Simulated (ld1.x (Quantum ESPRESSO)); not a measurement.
## Logarithmic derivatives: rubidium, TM semilocal

```json
{"Element": "rubidium (Rb)", "Generator": "ld1.x (Quantum ESPRESSO) 7.5", "Type": "norm-conserving Troullier–Martins (semilocal form)", "Functional": "PBEsol", "Relativity": "scalar-relativistic", "Frozen core": "[Ar] 3d10", "Valence charge": "9", "Reference configuration": "4s2 4p6 4d0.5 5s0.5 5p0", "Partial waves": "4s (bound): rc 1.50 bohr; 4d (bound): rc 4.20 bohr; 4p (bound): rc 2.40 bohr", "Local potential": "the p channel", "Core correction": "Bessel-smoothed model core inside 1.05 bohr"}
```

Occupied shells without a wave of their own: 5s. They enter only through the test configuration that unscreens the potential, and ld1.x also counts them in the model core charge.

The phase is arctan(r·u′/u) with u = r·R(r), unwrapped; energies in Ry, scanned from -4 to 5 Ry. A pole is an energy at which the radial function vanishes at the test radius. The pseudo phase is shifted by a multiple of π to meet the all-electron one at the reference energy, and phase errors are pseudo minus all-electron; the curves can meet again beyond the range given. Levels narrower than the energy grid can be missing from the lists of poles.

```json
{"channel": "s", "radius (bohr)": "4.57", "reference energy (Ry)": "-2.40", "poles, all-electron": "0.42, 3.17", "poles, pseudo": "0.41, 3.07", "unbroken range about the reference energy with phases within 0.05 rad": "below 1.3", "phase error 1 Ry above the reference energy (rad)": "-0.000"}
{"channel": "p", "radius (bohr)": "4.57", "reference energy (Ry)": "-1.23", "poles, all-electron": "-1.22, 0.94, 3.81", "poles, pseudo": "-1.22, 0.90, 3.58", "unbroken range about the reference energy with phases within 0.05 rad": "below 0.1", "phase error 1 Ry above the reference energy (rad)": "-0.004"}
{"channel": "d", "radius (bohr)": "4.57", "reference energy (Ry)": "-0.03", "poles, all-electron": "0.28, 2.04", "poles, pseudo": "0.30, 2.35", "unbroken range about the reference energy with phases within 0.05 rad": "below 0.6", "phase error 1 Ry above the reference energy (rad)": "+0.665"}
```

ld1.x takes every shell without a wave as core, so the model core holds the 5s electrons as well and exchange and correlation see them twice. This cancels in the reference configuration, but the file is broken for other ones, and its errors say nothing about a proper core correction.

Phases in the s channel:

```json
{"E (Ry)": "-4.00", "all-electron": "1.457", "pseudo": "1.457"}
{"E (Ry)": "-3.76", "all-electron": "1.453", "pseudo": "1.453"}
{"E (Ry)": "-3.52", "all-electron": "1.448", "pseudo": "1.448"}
{"E (Ry)": "-3.28", "all-electron": "1.443", "pseudo": "1.443"}
{"E (Ry)": "-3.04", "all-electron": "1.438", "pseudo": "1.438"}
{"E (Ry)": "-2.80", "all-electron": "1.431", "pseudo": "1.431"}
{"E (Ry)": "-2.56", "all-electron": "1.422", "pseudo": "1.422"}
{"E (Ry)": "-2.32", "all-electron": "1.420", "pseudo": "1.420"}
{"E (Ry)": "-2.08", "all-electron": "1.406", "pseudo": "1.406"}
{"E (Ry)": "-1.84", "all-electron": "1.393", "pseudo": "1.393"}
{"E (Ry)": "-1.60", "all-electron": "1.376", "pseudo": "1.376"}
{"E (Ry)": "-1.36", "all-electron": "1.354", "pseudo": "1.354"}
{"E (Ry)": "-1.12", "all-electron": "1.322", "pseudo": "1.322"}
{"E (Ry)": "-0.88", "all-electron": "1.271", "pseudo": "1.271"}
{"E (Ry)": "-0.64", "all-electron": "1.173", "pseudo": "1.172"}
{"E (Ry)": "-0.40", "all-electron": "0.895", "pseudo": "0.890"}
{"E (Ry)": "-0.16", "all-electron": "-0.444", "pseudo": "-0.473"}
{"E (Ry)": "0.08", "all-electron": "-1.324", "pseudo": "-1.333"}
{"E (Ry)": "0.32", "all-electron": "-1.524", "pseudo": "-1.530"}
{"E (Ry)": "0.56", "all-electron": "-1.621", "pseudo": "-1.626"}
{"E (Ry)": "0.80", "all-electron": "-1.697", "pseudo": "-1.705"}
{"E (Ry)": "1.04", "all-electron": "-1.788", "pseudo": "-1.802"}
{"E (Ry)": "1.28", "all-electron": "-1.954", "pseudo": "-1.991"}
{"E (Ry)": "1.52", "all-electron": "-2.496", "pseudo": "-2.684"}
{"E (Ry)": "1.76", "all-electron": "-3.933", "pseudo": "-4.071"}
{"E (Ry)": "2.00", "all-electron": "-4.398", "pseudo": "-4.437"}
{"E (Ry)": "2.24", "all-electron": "-4.541", "pseudo": "-4.561"}
{"E (Ry)": "2.48", "all-electron": "-4.612", "pseudo": "-4.625"}
{"E (Ry)": "2.72", "all-electron": "-4.657", "pseudo": "-4.668"}
{"E (Ry)": "2.96", "all-electron": "-4.689", "pseudo": "-4.699"}
{"E (Ry)": "3.20", "all-electron": "-4.716", "pseudo": "-4.727"}
{"E (Ry)": "3.44", "all-electron": "-4.741", "pseudo": "-4.753"}
{"E (Ry)": "3.68", "all-electron": "-4.766", "pseudo": "-4.782"}
{"E (Ry)": "3.92", "all-electron": "-4.795", "pseudo": "-4.818"}
{"E (Ry)": "4.16", "all-electron": "-4.833", "pseudo": "-4.871"}
{"E (Ry)": "4.40", "all-electron": "-4.891", "pseudo": "-4.969"}
{"E (Ry)": "4.64", "all-electron": "-5.006", "pseudo": "-5.253"}
{"E (Ry)": "4.88", "all-electron": "-5.367", "pseudo": "-6.675"}
```
